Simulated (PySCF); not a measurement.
## Adding and removing an electron: NaSe

r²SCAN0; Na def2-SVPD, Se def2-SVPD; no relativity (PySCF 2.14). Neutral (UKS): doublet (π ↑), Re = 2.623 Å, ωe = 267 cm⁻¹, De = 2.50 eV, HOMO -5.01 eV, LUMO -2.34 eV.

NaSe⁻ (UKS): singlet (closed shell), Re = 2.530 Å, ωe = 294 cm⁻¹, De = 1.44 eV to Na + Se⁻. The energies at the minima are -2563.45607 hartree for NaSe and -2563.49383 for NaSe⁻.

Task: Work out the adiabatic electron affinity, without and with harmonic zero-point energies (1 hartree = 27.2114 eV, 1 eV = 8065.5 cm⁻¹), and the change of the bond length.

Result: At r²SCAN0: 0.03776 hartree = 1.028 eV between the minima; the zero-point term (267.0 − 294.0)/2 cm⁻¹ = -0.002 eV makes it 1.026 eV. Re changes by -9.3 pm against the neutral. The electron enters a π orbital; in so polar a molecule the change of length follows mostly from the change of the ionic charges.

For an ion De counts to the pair picked by the measured ionisation energies or electron affinities, which need not be the lowest pair at this level. The highest Kohn–Sham level is positive in this anion. Much of that is self-interaction error, but it also means that the finite basis helps to hold the extra electron. States were picked by a PBE0 search and need not be the measured ground states.
